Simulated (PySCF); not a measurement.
C₃H₄BrF, SMILES C(=C\Br)(/F)C. Geometry optimised at B3LYP-D3(BJ)/def2-SVP.

Method: B3LYP-D3(BJ)/def2-SVP run with PySCF.

Harmonic wavenumbers (cm⁻¹): 144, 195, 234, 364, 441, 465, 746, 804, 904, 1016, 1053, 1171, 1305, 1408, 1444, 1448, 1738, 3036, 3103, 3170, 3232. Rotational constants (GHz): 8.954, 1.413, 1.230; symmetry number 1.

### Question
Work out the zero-point energy and the ideal-gas rigid-rotor harmonic-oscillator thermochemistry at 298.15 K and 1 atm.

### Answer
ZPE = ½ Σ hcν = ½ × 27420 cm⁻¹ = 164.01 kJ/mol. H − E(el) = 181.65 kJ/mol. Entropy in J/(mol K): translation 170.28, rotation 114.75, vibration 43.28, total 328.31. G − E(el) = 83.76 kJ/mol. Cp = 87.86 J/(mol K). Modes under 150 cm⁻¹ make the vibrational entropy uncertain.
